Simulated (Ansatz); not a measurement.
Mulliken charges of CH$_{5}$FNOSi (`CO[Si](N)F`) radical from ωB97M-V/def2-TZVPP in Ansatz (PBE0-D4/def2-TZVP geometry).

```csv
atom,x (Å),y (Å),z (Å),charge (e)
C1,0.544,-1.351,0.673,-0.183
O2,-0.334,-0.332,1.124,-0.349
Si3,-0.455,1.154,0.475,0.563
N4,-0.790,1.041,-1.205,-0.326
F5,0.946,1.937,0.535,-0.310
H6,1.549,-1.193,1.073,0.125
H7,0.167,-2.308,1.035,0.123
H8,0.597,-1.376,-0.420,0.114
H9,-1.643,0.591,-1.501,0.118
H10,-0.581,1.836,-1.790,0.125
```

Task: By hand: the dipole of these point charges (1 e Å = 4.8032 D).

Result: Σ q r = (-0.259, -0.218, -0.208) e Å, of length 0.397 e Å = 1.91 D.

Task: How does the dipole of the full density compare? (An estimate is asked.)

Result: Computed: (-0.194, -0.172, -0.391) e Å, 2.25 D; the point charges give 0.85 times that, at 25° from its direction.

Point charges leave out the atoms' own dipoles, such as those of lone pairs, and Mulliken's split depends on the basis, so the two needn't agree.
